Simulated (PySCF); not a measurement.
Br⁺ (bromine, charge +1) across methods

[Ar] 3d10 4s1 4p5, high-spin 3P determinant (an excited configuration). Calculation: PySCF 2.14, in aug-cc-pVQZ-PP with one added diffuse shell each of s, p, d, f, g type with ECP10MDF (8s7p6d4f3g, 114 functions); scalar relativity through the core potential.

| method | E (hartree) | mean ε 4s α (eV) | mean ε 4p α (eV) | mean ε 4p β (eV) | Σ⟨r²⟩ (bohr²) | ⟨S²⟩ |
| --- | --- | --- | --- | --- | --- | --- |
| r2SCAN | -415.7717 | -33.298 | -19.485 | -17.272 | 31.81 | 2.007 |
| B97-3 | -415.9372 | -34.860 | -20.521 | -18.125 | 31.94 | 2.005 |
| UHF | -414.57501 | -42.026 | -24.585 | -19.861 | 32.40 | 2.016 |
| LDA | -415.3017 | -32.263 | -18.946 | -17.267 | 31.93 | 2.002 |
| BHandHLYP | -415.7419 | -37.271 | -21.871 | -19.018 | 32.08 | 2.006 |
| PBE0 | -415.8631 | -34.777 | -20.502 | -18.116 | 31.95 | 2.004 |
| r2SCAN0 | -415.7645 | -35.632 | -20.924 | -18.210 | 31.87 | 2.008 |

Estimate the same row for PBE.

E (hartree) = -415.9010; mean ε 4s α (eV) = -32.083; mean ε 4p α (eV) = -18.877; mean ε 4p β (eV) = -17.100; Σ⟨r²⟩ (bohr²) = 31.97; ⟨S²⟩ = 2.003.

Energies and moments cover only the electrons outside the core potential.
